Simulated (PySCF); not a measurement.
C₆H₇FO₂ (charge +1 and doublet state).
Z-matrix (Å and degrees, GFN2-xTB geometry), rows numbered from 1:
```
C 
C   1  1.3468
C   2  1.4710  1  126.00
C   2  1.5018  1  120.18  3   176.95
O   4  1.1912  2  124.64  1  -158.87
O   4  1.3625  2  110.46  1    21.10
C   6  1.3421  4  123.82  2   169.46
C   7  1.3457  6  130.16  4    11.13
F   7  1.3157  6  108.55  4  -168.61
H   1  1.0807  2  120.76  3   -11.43
H   1  1.0791  2  122.94  3   171.08
H   3  1.0954  2  109.32  1   132.82
H   3  1.0963  2  111.51  1  -112.50
H   3  1.0872  2  111.57  1     7.64
H   8  1.0783  7  121.99  6    -4.56
H   8  1.0785  7  119.23  6   175.16
```

The hyperfine couplings belong to this conformer and change with its torsions.

Identity: `C=C(C)C(=O)O[C]([CH2+])F` [radical] (charge +1).

Computed with PySCF, UKS B3LYP, pcH-1 on C F H O, non-relativistic, mean-field spin-orbit, GIAO. One conformer (not necessarily the lowest) at the GFN2-xTB geometry, without solvent, vibrations or thermal averaging. Couplings are sensitive to structure, and on GFN2-xTB geometries they can be far from those on DFT ones, by a factor of two or more for some ions and for spin on atoms past the first row. The frame is twisted about the C2–C4 bond at this geometry (dihedral C3–C2–C4–O5 = 18°); couplings at other torsion angles weren't computed. Stability of the SCF solution: not tested.

(1) What is the g tensor, term by term?

(2) At 33.849 GHz, how far is the centre of the isotropic spectrum from where a free electron (g = 2.002319) resonates?

(3) What effective moment and Curie constant follow for a powder?

(4) In a frozen sample, at which fields do the three g values resonate at 9.5, 34, 94 and 263 GHz (hyperfine left aside), and which band first spreads them over more than twice a line width of 0.3 mT?

## Answers

(1) 
```csv
Δg (ppm),1,2,3
relativistic mass correction,-173,-173,-173
gauge correction,-2,38,40
orbital Zeeman/spin–orbit,82,1303,1645
total,-93,1168,1512
```

So g = 2.00223, 2.00349, 2.00383 and g_iso = 2.00318; the tensor is rhombic: the two nearest values differ by 21 % of g3 − g1. Axes: g2 points within 10° of the C8–H16 bond.

(2) B = hν/(g μB) with μB/h = 13.99624 MHz/mT gives 1207.82 mT for the free electron and 1207.30 mT at g_iso, 0.52 mT lower.

(3) With the mean of g² = 4.0127 and S(S+1) = 0.75: μ_eff = √(⟨g²⟩S(S+1)) = 1.735 μB and χT = 0.12505·⟨g²⟩·S(S+1) = 0.376 cm³ K/mol (cgs; spin-Hamiltonian part alone).

(4) 
```
band    GHz  B(g3) mT  B(g2) mT  B(g1) mT  spread mT
   X    9.5    338.73    338.79    339.00       0.27
   Q   34.0   1212.29   1212.50   1213.26       0.97
   W   94.0   3351.62   3352.20   3354.31       2.69
   J  263.0   9377.41   9379.02   9384.93       7.52
```

The spread grows in proportion to the frequency. Q band is the first where it exceeds 0.6 mT.

Largest spin populations (Mulliken): C8 (+0.49), C1 (+0.25), O6 (+0.11) and C2 (+0.11).

The HOMO–LUMO gaps are 5.85 eV among the α and 1.26 eV among the β orbitals.

The SMILES draws the unpaired electron on C7; the largest computed Mulliken spin population is on C8 (0.49 against 0.07).
